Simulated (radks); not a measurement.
All-electron atom: H in 2s1 (not the ground configuration). Calculated with a radial shooting solver on a logarithmic mesh with Libxc functionals: non-relativistic Kohn-Sham, PBEsol, spin-polarised, spherical densities, point nucleus; open shells are filled with parallel spins first.

Normalised radial functions P(r) = r R(r), r in bohr:

r	2s up	2p up
0.1062	0.0692	0.0019
0.1406	0.0883	0.0032
0.1875	0.1118	0.0056
0.2481	0.1382	0.0095
0.3282	0.1666	0.0159
0.4378	0.1944	0.0266
0.5792	0.2143	0.0431
0.7664	0.2180	0.0681
1.014	0.1943	0.1042
1.353	0.1297	0.1551
1.79	0.0211	0.2176
2.368	-0.1267	0.2944
3.158	-0.2990	0.3832
4.179	-0.4258	0.4361
5.529	-0.4512	0.4191
7.315	-0.3400	0.3067
9.757	-0.1730	0.1587
12.91	-0.0611	0.0594
17.08	-0.0130	0.0140

2s up: eigenvalue -2.164 eV, 1 radial node at r = 1.87 bohr, <r> = 5.70 bohr, 90 % of the charge inside 8.53 bohr. 2p up (empty): eigenvalue -1.819 eV, 0 radial nodes, <r> = 5.34 bohr, 90 % of the charge inside 8.26 bohr.
